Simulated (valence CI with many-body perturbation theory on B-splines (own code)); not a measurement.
# Te XXI: calculated level list

Calculated by relativistic CI+MBPT: four valence electrons over a frozen Dirac-Fock core [Ar] 3d10, radial functions for each j: 11 s, 11 p, 10 d, 8 f, 5 g, 2 h, with the one-electron correlation potential Σ1 (screened to all orders), the two-electron term Σ2, the three-electron term Σ3, Breit, model QED; selected single and double excitations, second order for the rest, scaled by the run's own slope (own B-spline code, finite nucleus).

No measured spectrum was set against this ion. As an estimate, levels hold to about 250 cm⁻¹ or 0.2 % of their energy and the worst to 1 %, as in measured heavy ions of charge 2 to 7; those with d or f electrons hold less well. Among the levels kept, up to 500 cm⁻¹ of a level comes from second order outside the variational space, and about a tenth of that is noise between levels of different J, which matters for small intervals.

Levels 1 to 45 of 185, with energies above the lowest level, (4s^2 4p1/2^2) J=0. "Leading %" is the weight of the configuration and term that name the level; weights of strongly mixed levels are sums over their largest components and can fall short. In the jj column 3d3/2^4 stands for four electrons in 3d with j = 3/2. Lifetimes count E1, E2, E3, M1 and M2 decay at the calculated energies, and are blank where another channel may lead or the interval is too uncertain; long ones can be off by a factor of two.

| No. | Configuration | Term | J | E (eV) | Leading % | Lifetime | Leading jj | Second component |
| --- | --- | --- | --- | --- | --- | --- | --- | --- |
| 1 | 4s2 4p2 | 3P | 0 | 0.00 | 78 |  | 4s^2 4p1/2^2 (96 %) | 20 % 4s2 4p2 1S |
| 2 | 4s2 4p2 | 3P | 1 | 10.97 | 98 | 101 μs | 4s^2 4p1/2 4p3/2 (98 %) |  |
| 3 | 4s2 4p2 | 1D | 2 | 13.23 | 52 | 10.3 ms | 4s^2 4p1/2 4p3/2 (96 %) | 46 % 4s2 4p2 3P |
| 4 | 4s2 4p2 | 3P | 2 | 25.97 | 52 | 42.1 μs | 4s^2 4p3/2^2 (96 %) | 46 % 4s2 4p2 1D |
| 5 | 4s2 4p2 | 1S | 0 | 31.50 | 78 | 19.6 μs | 4s^2 4p3/2^2 (96 %) | 20 % 4s2 4p2 3P |
| 6 | 4s 4p3 | 5S° | 2 | 55.03 | 69 | 435 ps | 4s 4p1/2^2 4p3/2 (74 %) | 23 % 4s 4p3 3P° |
| 7 | 4s 4p3 | 3D° | 1 | 63.58 | 59 | 41.0 ps | 4s 4p1/2^2 4p3/2 (75 %) | 22 % 4s 4p3 3P° |
| 8 | 4s 4p3 | 3D° | 2 | 67.05 | 60 | 121 ps | 4s 4p1/2 4p3/2^2 (78 %) | 21 % 4s 4p3 5S° |
| 9 | 4s 4p3 | 3D° | 3 | 70.64 | 94 | 138 ps | 4s 4p1/2 4p3/2^2 (94 %) | 5 % 4s2 4p 4d 3D° |
| 10 | 4s 4p3 | 3P° | 0 | 75.45 | 95 | 42.6 ps | 4s 4p1/2 4p3/2^2 (95 %) |  |
| 11 | 4s 4p3 | 3P° | 1 | 77.01 | 60 | 28.6 ps | 4s 4p1/2 4p3/2^2 (81 %) | 22 % 4s 4p3 3D° |
| 12 | 4s 4p3 | 1D° | 2 | 77.77 | 42 | 30.2 ps | 4s 4p1/2 4p3/2^2 (66 %) | 19 % 4s 4p3 3D° |
| 13 | 4s 4p3 | 3S° | 1 | 83.11 | 50 | 7.19 ps | 4s 4p1/2 4p3/2^2 (78 %) | 32 % 4s 4p3 1P° |
| 14 | 4s 4p3 | 3P° | 2 | 87.36 | 38 | 53.7 ps | 4s 4p3/2^3 (66 %) | 23 % 4s 4p3 1D° |
| 15 | 4s2 4p 4d | 3F° | 2 | 91.56 | 77 | 29.0 ps | 4s^2 4p1/2 4d3/2 (74 %) | 14 % 4s 4p3 1D° |
| 16 | 4s2 4p 4d | 3F° | 3 | 96.26 | 84 | 31.9 ps | 4s^2 4p1/2 4d5/2 (78 %) | 8 % 4s2 4p 4d 3D° |
| 17 | 4s 4p3 | 1P° | 1 | 97.07 | 46 | 7.45 ps | 4s 4p3/2^3 (74 %) | 31 % 4s 4p3 3S° |
| 18 | 4s2 4p 4d | 3P° | 2 | 99.11 | 47 | 6.00 ps | 4s^2 4p1/2 4d5/2 (87 %) | 20 % 4s2 4p 4d 1D° |
| 19 | 4s2 4p 4d | 3D° | 1 | 100.11 | 56 | 3.53 ps | 4s^2 4p1/2 4d3/2 (83 %) | 20 % 4s2 4p 4d 3P° |
| 20 | 4s2 4p 4d | 3F° | 4 | 105.91 | 98 | 94.7 μs | 4s^2 4p3/2 4d5/2 (98 %) |  |
| 21 | 4s2 4p 4d | 1D° | 2 | 108.80 | 42 | 4.53 ps | 4s^2 4p3/2 4d3/2 (66 %) | 35 % 4s2 4p 4d 3D° |
| 22 | 4s2 4p 4d | 3P° | 0 | 110.09 | 94 | 5.16 ps | 4s^2 4p3/2 4d3/2 (94 %) |  |
| 23 | 4s2 4p 4d | 3D° | 3 | 110.93 | 67 | 3.91 ps | 4s^2 4p3/2 4d3/2 (51 %) | 14 % 4s2 4p 4d 1F° |
| 24 | 4s2 4p 4d | 3P° | 1 | 111.13 | 65 | 4.50 ps | 4s^2 4p3/2 4d3/2 (81 %) | 26 % 4s2 4p 4d 3D° |
| 25 | 4s2 4p 4d | 3P° | 2 | 112.76 | 43 | 4.98 ps | 4s^2 4p3/2 4d5/2 (67 %) | 35 % 4s2 4p 4d 3D° |
| 26 | 4s2 4p 4d | 1F° | 3 | 118.31 | 78 | 3.50 ps | 4s^2 4p3/2 4d5/2 (64 %) | 18 % 4s2 4p 4d 3D° |
| 27 | 4s2 4p 4d | 1P° | 1 | 120.14 | 77 | 4.94 ps | 4s^2 4p3/2 4d5/2 (81 %) | 10 % 4s2 4p 4d 3D° |
| 28 | 4p4 | 3P | 2 | 124.59 | 58 | 22.5 ps | 4p1/2^2 4p3/2^2 (80 %) | 22 % 4p4 1D |
| 29 | 4p4 | 3P | 0 | 130.50 | 46 | 16.5 ps | 4p1/2^2 4p3/2^2 (80 %) | 38 % 4p4 1S |
| 30 | 4s 4p2 4d | 5F | 1 | 133.45 | 70 | 173 ps | 4s 4p1/2^2 4d3/2 (74 %) | 12 % 4s 4p2 4d 3D |
| 31 | 4s 4p2 4d | 5F | 2 | 134.98 | 58 | 81.5 ps | 4s 4p1/2^2 4d3/2 (51 %) | 19 % 4s 4p2 4d 5D |
| 32 | 4p4 | 3P | 1 | 136.70 | 72 | 18.7 ps | 4p1/2 4p3/2^3 (72 %) | 18 % 4s 4p2 4d 3P |
| 33 | 4p4 | 1D | 2 | 138.02 | 53 | 25.6 ps | 4p1/2 4p3/2^3 (74 %) | 21 % 4p4 3P |
| 34 | 4s 4p2 4d | 5F | 3 | 138.02 | 47 | 49.0 ps | 4s 4p1/2^2 4d5/2 (61 %) | 32 % 4s 4p2 4d 5D |
| 35 | 4s 4p2 4d | 5D | 0 | 142.73 | 91 | 214 ps | 4s 4p1/2 4p3/2 4d3/2 (93 %) | 6 % 4s 4p2 4d 3P |
| 36 | 4s 4p2 4d | 5D | 1 | 143.36 | 77 | 58.5 ps | 4s 4p1/2 4p3/2 4d3/2 (80 %) | 10 % 4s 4p2 4d 5F |
| 37 | 4s 4p2 4d | 5D | 2 | 143.41 | 41 | 52.1 ps | 4s 4p1/2 4p3/2 4d3/2 (79 %) | 24 % 4s 4p2 4d 5F |
| 38 | 4s 4p2 4d | 5F | 3 | 144.01 | 40 | 54.0 ps | 4s 4p1/2 4p3/2 4d3/2 (70 %) | 25 % 4s 4p2 4d 3F |
| 39 | 4s 4p2 4d | 5F | 4 | 144.10 | 73 | 1.56 ns | 4s 4p1/2 4p3/2 4d5/2 (82 %) | 22 % 4s 4p2 4d 5D |
| 40 | 4s 4p2 4d | 3F | 2 | 145.66 | 56 | 21.3 ps | 4s 4p1/2^2 4d5/2 (27 %) | 8 % 4s 4p2 4d 3P |
| 41 | 4s 4p2 4d | 5D | 4 | 146.43 | 44 | 574 ps | 4s 4p1/2 4p3/2 4d3/2 (47 %) | 36 % 4s 4p2 4d 3F |
| 42 | 4s 4p2 4d | 5F | 5 | 148.11 | 77 | 683 ps | 4s 4p1/2 4p3/2 4d5/2 (79 %) | 22 % 4s 4p2 4d 3G |
| 43 | 4s 4p2 4d | 3F | 3 | 150.20 | 46 | 9.47 ps | 4s 4p1/2 4p3/2 4d5/2 (64 %) | 39 % 4s 4p2 4d 5P |
| 44 | 4s 4p2 4d | 3P | 2 | 150.30 | 37 | 10.9 ps | 4s 4p1/2 4p3/2 4d5/2 (62 %) | 18 % 4s 4p2 4d 5D |
| 45 | 4s 4p2 4d | 5D | 3 | 152.50 | 34 | 7.61 ps | 4s 4p1/2 4p3/2 4d5/2 (53 %) | 29 % 4s 4p2 4d 5P |

The ionisation energy to 4s2 4p 2P°_1/2 of the next ion comes out as 600.57 eV (NIST: 599 ± 4 eV (theoretical)). All 185 levels together are meant to be complete up to 240.17 eV.
